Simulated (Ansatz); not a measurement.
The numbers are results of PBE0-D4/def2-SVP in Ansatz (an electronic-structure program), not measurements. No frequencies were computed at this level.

Ansatz 0.2 input:
```yaml
crystal:
  periodic: [false, false, false]
  atoms:
    - { symbol: B, position_ang: [-2.084664, -1.138035, 0.731829] }
    - { symbol: C, position_ang: [-1.005517, -0.23424, 0.005702] }
    - { symbol: C, position_ang: [-1.667438, 0.063139, -1.311461] }
    - { symbol: O, position_ang: [-2.191613, 1.099991, -1.613229] }
    - { symbol: C, position_ang: [-0.568231, 1.044113, 0.759577] }
    - { symbol: C, position_ang: [0.94333, 0.85943, 0.918735] }
    - { symbol: C, position_ang: [1.603912, 1.0645, -0.449102] }
    - { symbol: C, position_ang: [1.192148, -0.201141, -1.2269] }
    - { symbol: C, position_ang: [0.342221, -0.977983, -0.211757] }
    - { symbol: C, position_ang: [1.060453, -0.655171, 1.096734] }
    - { symbol: H, position_ang: [-2.68106, -0.730534, 1.648112] }
    - { symbol: H, position_ang: [-2.291918, -2.216271, 0.330899] }
    - { symbol: H, position_ang: [-1.654938, -0.795185, -2.011851] }
    - { symbol: H, position_ang: [-0.81914, 1.937355, 0.186549] }
    - { symbol: H, position_ang: [-1.052992, 1.119967, 1.732451] }
    - { symbol: H, position_ang: [1.375685, 1.470893, 1.709595] }
    - { symbol: H, position_ang: [1.2533, 1.975842, -0.931459] }
    - { symbol: H, position_ang: [2.687812, 1.131542, -0.349337] }
    - { symbol: H, position_ang: [0.640306, 0.036137, -2.135423] }
    - { symbol: H, position_ang: [2.065309, -0.791087, -1.510215] }
    - { symbol: H, position_ang: [0.225373, -2.032442, -0.454639] }
    - { symbol: H, position_ang: [0.535132, -1.027898, 1.97486] }
    - { symbol: H, position_ang: [2.092532, -1.002919, 1.110327] }
basis:
  gaussian: { orbitals: def2-svp }
hamiltonian:
  xc: pbe0
  dispersion: d4
relax:
  max_steps: 150
```

Output:

```
[...]
these checks for a lower state are left out or cut short: starts, cluster_reference, orbital_swaps, neighbouring_geometries, increment
2368 factors; integrals over basis functions are off by at most 3.2e-4 eV
mean field -11209.04056716 eV, -411.9246430824 hartree, gradient 6.8e-6 eV, S^2 0.000000; 0 other end points of the search recorded, 0 dependent functions left out
reference -11209.04059913 eV, -411.9246442575 hartree; 37, 37 occupied and 168, 168 virtual orbitals, 2368 factors
relax step   4: F+E_penalty+E_count = -11209.64236130 eV  Δ(F+E_penalty+E_count) = -1.085e-2 eV  max|allowed force component| = 1.251e-1 eV/Å  Δτ_max = 0.0393 Å  (34 SCF iters, accepted)
these checks for a lower state are left out or cut short: starts, cluster_reference, orbital_swaps, neighbouring_geometries, increment
2368 factors; integrals over basis functions are off by at most 3.2e-4 eV
mean field -11209.04619938 eV, -411.9248500630 hartree, gradient 1.1e-5 eV, S^2 0.000000; 0 other end points of the search recorded, 0 dependent functions left out
reference -11209.04623135 eV, -411.9248512376 hartree; 37, 37 occupied and 168, 168 virtual orbitals, 2368 factors
relax step   5: F+E_penalty+E_count = -11209.64817150 eV  Δ(F+E_penalty+E_count) = -5.810e-3 eV  max|allowed force component| = 1.543e-1 eV/Å  Δτ_max = 0.1000 Å  (31 SCF iters, accepted)
these checks for a lower state are left out or cut short: starts, cluster_reference, orbital_swaps, neighbouring_geometries, increment
2368 factors; integrals over basis functions are off by at most 3.2e-4 eV
mean field -11209.05352052 eV, -411.9251191097 hartree, gradient 1.9e-5 eV, S^2 0.000000; 0 other end points of the search recorded, 0 dependent functions left out
reference -11209.05355254 eV, -411.9251202863 hartree; 37, 37 occupied and 168, 168 virtual orbitals, 2368 factors
relax step   6: F+E_penalty+E_count = -11209.65608674 eV  Δ(F+E_penalty+E_count) = -7.915e-3 eV  max|allowed force component| = 2.776e-1 eV/Å  Δτ_max = 0.1480 Å  (31 SCF iters, accepted)
these checks for a lower state are left out or cut short: starts, cluster_reference, orbital_swaps, neighbouring_geometries, increment
2368 factors; integrals over basis functions are off by at most 3.2e-4 eV
mean field -11209.05846868 eV, -411.9253009514 hartree, gradient 8.4e-6 eV, S^2 0.000000; 0 other end points of the search recorded, 0 dependent functions left out
reference -11209.05850069 eV, -411.9253021275 hartree; 37, 37 occupied and 168, 168 virtual orbitals, 2368 factors
relax step   7: F+E_penalty+E_count = -11209.66188176 eV  Δ(F+E_penalty+E_count) = -5.795e-3 eV  max|allowed force component| = 6.202e-1 eV/Å  Δτ_max = 0.1712 Å  (31 SCF iters, accepted)
these checks for a lower state are left out or cut short: starts, cluster_reference, orbital_swaps, neighbouring_geometries, increment
2368 factors; integrals over basis functions are off by at most 3.4e-4 eV
mean field evaluation 64: about -11209.0826 eV, gradient 4.5e-4 eV
mean field -11209.08262150 eV, -411.9261885510 hartree, gradient 1.0e-5 eV, S^2 0.000000; 0 other end points of the search recorded, 0 dependent functions left out
reference -11209.08265332 eV, -411.9261897204 hartree; 37, 37 occupied and 168, 168 virtual orbitals, 2368 factors
relax step   8: F+E_penalty+E_count = -11209.68678703 eV  Δ(F+E_penalty+E_count) = -2.491e-2 eV  max|allowed force component| = 3.159e-1 eV/Å  Δτ_max = 0.2000 Å  (32 SCF iters, accepted)
these checks for a lower state are left out or cut short: starts, cluster_reference, orbital_swaps, neighbouring_geometries, increment
2368 factors; integrals over basis functions are off by at most 3.3e-4 eV
mean field -11209.10177238 eV, -411.9268923329 hartree, gradient 2.7e-5 eV, S^2 0.000000; 0 other end points of the search recorded, 0 dependent functions left out
reference -11209.10180432 eV, -411.9268935066 hartree; 37, 37 occupied and 168, 168 virtual orbitals, 2368 factors
relax step   9: F+E_penalty+E_count = -11209.70953400 eV  Δ(F+E_penalty+E_count) = -2.275e-2 eV  max|allowed force component| = 2.576e-1 eV/Å  Δτ_max = 0.1911 Å  (31 SCF iters, accepted)
these checks for a lower state are left out or cut short: starts, cluster_reference, orbital_swaps, neighbouring_geometries, increment
2368 factors; integrals over basis functions are off by at most 3.3e-4 eV
mean field -11209.09583585 eV, -411.9266741695 hartree, gradient 8.6e-6 eV, S^2 0.000000; 0 other end points of the search recorded, 0 dependent functions left out
reference -11209.09586781 eV, -411.9266753438 hartree; 37, 37 occupied and 168, 168 virtual orbitals, 2368 factors
relax step  10: F+E_penalty+E_count = -11209.70405783 eV  Δ(F+E_penalty+E_count) = +5.476e-3 eV  max|allowed force component| = 4.361e-1 eV/Å  Δτ_max = 0.1960 Å  (32 SCF iters, rejected (line search))
these checks for a lower state are left out or cut short: starts, cluster_reference, orbital_swaps, neighbouring_geometries, increment
2368 factors; integrals over basis functions are off by at most 3.3e-4 eV
mean field -11209.11005068 eV, -411.9271965547 hartree, gradient 9.0e-6 eV, S^2 0.000000; 0 other end points of the search recorded, 0 dependent functions left out
reference -11209.11008257 eV, -411.9271977268 hartree; 37, 37 occupied and 168, 168 virtual orbitals, 2368 factors
relax step  11: F+E_penalty+E_count = -11209.71807133 eV  Δ(F+E_penalty+E_count) = -8.537e-3 eV  max|allowed force component| = 1.200e-1 eV/Å  Δτ_max = 0.0980 Å  (33 SCF iters, accepted)
these checks for a lower state are left out or cut short: starts, cluster_reference, orbital_swaps, neighbouring_geometries, increment
2368 factors; integrals over basis functions are off by at most 3.3e-4 eV
mean field -11209.11334747 eV, -411.9273177097 hartree, gradient 9.1e-6 eV, S^2 0.000000; 0 other end points of the search recorded, 0 dependent functions left out
reference -11209.11337936 eV, -411.9273188814 hartree; 37, 37 occupied and 168, 168 virtual orbitals, 2368 factors
relax step  12: F+E_penalty+E_count = -11209.72194664 eV  Δ(F+E_penalty+E_count) = -3.875e-3 eV  max|allowed force component| = 3.355e-2 eV/Å  Δτ_max = 0.0903 Å  (33 SCF iters, accepted)
these checks for a lower state are left out or cut short: starts, cluster_reference, orbital_swaps, neighbouring_geometries, increment
2368 factors; integrals over basis functions are off by at most 3.3e-4 eV
mean field evaluation 96: about -11209.0176 eV, gradient 2.1e0 eV
mean field -11209.11270515 eV, -411.9272941048 hartree, gradient 9.2e-6 eV, S^2 0.000000; 0 other end points of the search recorded, 0 dependent functions left out
reference -11209.11273703 eV, -411.9272952763 hartree; 37, 37 occupied and 168, 168 virtual orbitals, 2368 factors
relax step  13: F+E_penalty+E_count = -11209.72204521 eV  Δ(F+E_penalty+E_count) = -9.857e-5 eV  max|allowed force component| = 1.505e-1 eV/Å  Δτ_max = 0.0714 Å  (33 SCF iters, accepted)
these checks for a lower state are left out or cut short: starts, cluster_reference, orbital_swaps, neighbouring_geometries, increment
2368 factors; integrals over basis functions are off by at most 3.3e-4 eV
mean field -11209.11351517 eV, -411.9273238724 hartree, gradient 8.6e-6 eV, S^2 0.000000; 0 other end points of the search recorded, 0 dependent functions left out
reference -11209.11354703 eV, -411.9273250434 hartree; 37, 37 occupied and 168, 168 virtual orbitals, 2368 factors
relax step  14: F+E_penalty+E_count = -11209.72295294 eV  Δ(F+E_penalty+E_count) = -9.077e-4 eV  max|allowed force component| = 6.150e-2 eV/Å  Δτ_max = 0.0143 Å  (33 SCF iters, accepted)
these checks for a lower state are left out or cut short: starts, cluster_reference, orbital_swaps, neighbouring_geometries, increment
2368 factors; integrals over basis functions are off by at most 3.3e-4 eV
mean field -11209.11363150 eV, -411.9273281476 hartree, gradient 9.1e-6 eV, S^2 0.000000; 0 other end points of the search recorded, 0 dependent functions left out
reference -11209.11366336 eV, -411.9273293183 hartree; 37, 37 occupied and 168, 168 virtual orbitals, 2368 factors
relax step  15: F+E_penalty+E_count = -11209.72316183 eV  Δ(F+E_penalty+E_count) = -2.089e-4 eV  max|allowed force component| = 9.843e-2 eV/Å  Δτ_max = 0.0341 Å  (31 SCF iters, accepted)
these checks for a lower state are left out or cut short: starts, cluster_reference, orbital_swaps, neighbouring_geometries, increment
2368 factors; integrals over basis functions are off by at most 3.3e-4 eV
mean field -11209.11382769 eV, -411.9273353572 hartree, gradient 1.0e-5 eV, S^2 0.000000; 0 other end points of the search recorded, 0 dependent functions left out
reference -11209.11385954 eV, -411.9273365279 hartree; 37, 37 occupied and 168, 168 virtual orbitals, 2368 factors
relax step  16: F+E_penalty+E_count = -11209.72338481 eV  Δ(F+E_penalty+E_count) = -2.230e-4 eV  max|allowed force component| = 2.264e-2 eV/Å  Δτ_max = 0.0146 Å  (26 SCF iters, accepted)
these checks for a lower state are left out or cut short: starts, cluster_reference, orbital_swaps, neighbouring_geometries, increment
2368 factors; integrals over basis functions are off by at most 3.3e-4 eV
mean field evaluation 128: about -11209.1138 eV, gradient 1.8e-5 eV
mean field -11209.11379041 eV, -411.9273339874 hartree, gradient 1.8e-5 eV, S^2 0.000000; 0 other end points of the search recorded, 0 dependent functions left out
reference -11209.11382227 eV, -411.9273351581 hartree; 37, 37 occupied and 168, 168 virtual orbitals, 2368 factors
relax step  17: F+E_penalty+E_count = -11209.72339882 eV  Δ(F+E_penalty+E_count) = -1.402e-5 eV  max|allowed force component| = 1.144e-2 eV/Å  Δτ_max = 0.0024 Å  (25 SCF iters, accepted)
these checks for a lower state are left out or cut short: starts, cluster_reference, orbital_swaps, neighbouring_geometries, increment
2368 factors; integrals over basis functions are off by at most 3.3e-4 eV
mean field -11209.11379092 eV, -411.9273340062 hartree, gradient 1.5e-5 eV, S^2 0.000000; 0 other end points of the search recorded, 0 dependent functions left out
reference -11209.11382278 eV, -411.9273351770 hartree; 37, 37 occupied and 168, 168 virtual orbitals, 2368 factors
relax step  18: F+E_penalty+E_count = -11209.72341686 eV  Δ(F+E_penalty+E_count) = -1.803e-5 eV  max|allowed force component| = 1.140e-2 eV/Å  Δτ_max = 0.0040 Å  (25 SCF iters, accepted)
these checks for a lower state are left out or cut short: starts, cluster_reference, orbital_swaps, neighbouring_geometries, increment
2368 factors; integrals over basis functions are off by at most 3.3e-4 eV
mean field -11209.11379375 eV, -411.9273341099 hartree, gradient 2.9e-5 eV, S^2 0.000000; 0 other end points of the search recorded, 0 dependent functions left out
reference -11209.11382560 eV, -411.9273352806 hartree; 37, 37 occupied and 168, 168 virtual orbitals, 2368 factors
relax step  19: F+E_penalty+E_count = -11209.72342565 eV  Δ(F+E_penalty+E_count) = -8.790e-6 eV  max|allowed force component| = 3.613e-3 eV/Å  Δτ_max = 0.0006 Å  (22 SCF iters, accepted)
2368 factors; integrals over basis functions are off by at most 3.3e-4 eV
mean field -11209.11379375 eV, -411.9273341099 hartree, gradient 2.9e-5 eV, S^2 0.000000; 1 other end points of the search recorded, 0 dependent functions left out
reference -11209.11382560 eV, -411.9273352806 hartree; 37, 37 occupied and 168, 168 virtual orbitals, 2368 factors
Total energy: -11209.72345750 eV, -411.9497388398 hartree
Atom 0 at    -1.936252    -1.233771     0.653836 Å, force     0.000706     0.002193    -0.001215 eV/Å
Atom 1 at    -1.072327    -0.124600    -0.016530 Å, force    -0.002956    -0.003421     0.003613 eV/Å
Atom 2 at    -1.618456     0.197039    -1.377706 Å, force    -0.000831     0.000878     0.000012 eV/Å
Atom 3 at    -1.884601     1.299612    -1.779157 Å, force     0.000875    -0.001846     0.000055 eV/Å
Atom 4 at    -0.611979     1.109789     0.790771 Å, force    -0.000449    -0.002424    -0.001848 eV/Å
Atom 5 at     0.904568     0.919151     0.903755 Å, force    -0.000016    -0.000161     0.000888 eV/Å
Atom 6 at     1.529563     1.039738    -0.499521 Å, force     0.000572    -0.000481    -0.000113 eV/Å
Atom 7 at     1.164968    -0.304531    -1.181101 Å, force     0.000114    -0.000057     0.000610 eV/Å
Atom 8 at     0.271220    -0.980904    -0.127897 Å, force    -0.000702     0.001380    -0.000267 eV/Å
Atom 9 at     0.996646    -0.587097     1.163938 Å, force    -0.000358    -0.000060    -0.000070 eV/Å
Atom 10 at    -1.904847    -1.402813     1.849678 Å, force     0.001859     0.001569    -0.001075 eV/Å
Atom 11 at    -2.573917    -1.999713    -0.033167 Å, force     0.000763     0.001359    -0.001157 eV/Å
Atom 12 at    -1.794704    -0.703214    -2.024137 Å, force     0.000014     0.000457     0.000297 eV/Å
Atom 13 at    -0.890491     2.032118     0.260504 Å, force    -0.000439     0.001170     0.000461 eV/Å
Atom 14 at    -1.078958     1.137158     1.786643 Å, force     0.000277     0.000109     0.000486 eV/Å
Atom 15 at     1.376917     1.568137     1.655100 Å, force     0.000156    -0.000173     0.000034 eV/Å
Atom 16 at     1.129264     1.906653    -1.046289 Å, force    -0.000557    -0.000313     0.000135 eV/Å
Atom 17 at     2.620621     1.168370    -0.436795 Å, force    -0.000219     0.000633    -0.000382 eV/Å
Atom 18 at     0.675507    -0.178128    -2.157423 Å, force     0.000339    -0.000350    -0.000717 eV/Å
Atom 19 at     2.058084    -0.925959    -1.352290 Å, force     0.000268     0.000067     0.000132 eV/Å
Atom 20 at     0.127244    -2.060991    -0.297631 Å, force     0.000104    -0.000580    -0.000030 eV/Å
Atom 21 at     0.482292    -0.905704     2.081869 Å, force     0.000303     0.000139     0.000084 eV/Å
Atom 22 at     2.029639    -0.970335     1.183546 Å, force     0.000177    -0.000086     0.000066 eV/Å
Dipole moment:     0.394148    -0.350317     0.230759 e Å
```

Cost: roughly 8 core-minutes.
